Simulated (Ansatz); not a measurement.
`[SiH3]C1B[SiH2]1` → `B1C[SiH2]1` + `[SiH2]` at 700 K and 1 bar (silylene formation by 1,1-elimination).

Gas-phase electronic energies from Ansatz, PBE0-D4/def2-TZVP geometries. CBS: MP2 limit from def2 TZ/QZ plus the TZ coupled-cluster correction, frozen cores. This one scheme is used for every species.

```tsv
species	CCSD(T)/CBS energy (Eh)	H − E (kJ/mol)	S (J/(mol·K))
`[SiH3]C1B[SiH2]1`	-645.14605	263.9	454.7
`B1C[SiH2]1`	-354.85519	197.4	362.0
`[SiH2]`	-290.19011	56.3	240.4
```

H − E and S are ideal-gas, rigid-rotor, harmonic terms from PBE0-D4/def2-TZVP, for one conformer and one mirror image of each species. 1 Eh = 2625.50 kJ/mol, R = 8.31446 J/(mol·K).

Task: By hand: ΔE, ΔH, ΔS and ΔG.

Result: ΔE = (-354.85519) + (-290.19011) − (-645.14605) = 0.10075 Eh = 264.5 kJ/mol. Δ(H − E) = 197.4 + 56.3 − 263.9 = -10.2, so ΔH = 254.3 kJ/mol. ΔS = 362.0 + 240.4 − 454.7 = 147.7 J/(mol·K). ΔG = 254.3 − 700 × (147.7)/1000 = 150.9 kJ/mol.

Task: By hand: the equilibrium constant, and the temperature at which ΔG would vanish if ΔH and ΔS stayed fixed.

Result: log₁₀ K = −ΔG/(RT ln 10) = -11.3. ΔG = 0 at ΔH/ΔS = 1722 K.

The number of gas molecules changes by +1, which sets the sign of ΔS. A doubt of 5 kJ/mol in ΔE shifts log₁₀ K by 0.4 here. Other conformers and mirror images would add mixing entropy, several J/(mol·K) or more a flexible species. These are equilibria of isolated gas molecules and say nothing of rates. Largest T1 diagnostic: 0.014 (customary marks: 0.02 for closed shells, 0.045 for open ones).
